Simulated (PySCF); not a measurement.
C8H6O.
Geometry (GFN2-xTB, Å), atoms numbered from 1 in this order:
```
atom  x, y, z in Å
C1    -1.913   -0.517   -0.075
C2    -1.773    0.883    0.109
C3    -0.551    1.476    0.191
C4     0.598    0.659    0.087
C5     1.956    0.891    0.123
O6     2.623   -0.259   -0.028
C7     1.741   -1.255   -0.164
C8     0.455   -0.763   -0.102
C9    -0.833   -1.338   -0.181
H10   -2.911   -0.928   -0.130
H11   -2.670    1.481    0.184
H12   -0.443    2.541    0.332
H13    2.530    1.787    0.246
H14    2.126   -2.247   -0.295
H15   -0.939   -2.403   -0.320
```

Theory: TDDFT CAM-B3LYP/def2-SVPD, vertical, gas phase, core orbitals frozen in the response in PySCF 2.14.0, density-fitted response routines.

Frontier orbitals with the atoms that hold most of them (Löwdin shares over 4%, at most four atoms; ? is withheld):

| orbital | ε (eV) | atoms |
| --- | --- | --- |
| HOMO-3 | -11.04 | C4 14%, C8 14%, C9 12%, C3 12% |
| HOMO-2 | -9.54 | C9 16%, C3 16%, C8 14%, C4 14% |
| HOMO-1 | -8.86 | C1 16%, C2 16%, C4 16%, C8 16% |
| HOMO | -6.90 | ? |
| LUMO | -0.32 | ? |
| LUMO+1 | 1.50 | C5 12%, C7 12%, C3 9%, C9 9% |
| LUMO+2 | 1.83 | C2 18%, C1 18%, C4 12%, C8 12% |

Task: Give the leading atoms of the LUMO.

Result: C9 (bonded to 2 C and H) 14%; C3 (bonded to 2 C and H) 14%; O6 (bonded to 2 C) 13%; C1 (bonded to 2 C and H) 11%. By element: carbon 38% or more, oxygen 13%.

Task: Which atoms hold the HOMO, and with what shares?

Result: C7 (bonded to C, O and H) 20%; C5 (bonded to C, O and H) 20%; C9 (bonded to 2 C and H) 11%; C3 (bonded to 2 C and H) 11%.

Task: The HOMO–LUMO gap is 6.58 eV. Where does the response calculation put the lowest singlet, and from which orbitals?

Result: S1 is at 3.98 eV (f = 0.108), 2.60 eV below the gap, made of HOMO→LUMO (98%). Without the coupling terms of the response equations the lowest excitation would equal the gap.

Task: One configuration dominates each of S1, S3 and S7. Which, and how do the shares of the two leading atoms of either orbital change from the occupied to the empty one?

Result: 
- S1 (3.98 eV, f 0.108), HOMO→LUMO (98%): C7 20% → at most 12%, C5 20% → at most 12%, C9 11% → 14%, C3 11% → 14%
- S3 (5.75 eV, f 0.0000), HOMO→LUMO+1 (92%): C7 20% → 12%, C5 20% → 12%
- S7 (6.32 eV, f 0.0069), HOMO-2→LUMO (95%): C9 16% → 14%, C3 16% → 14%
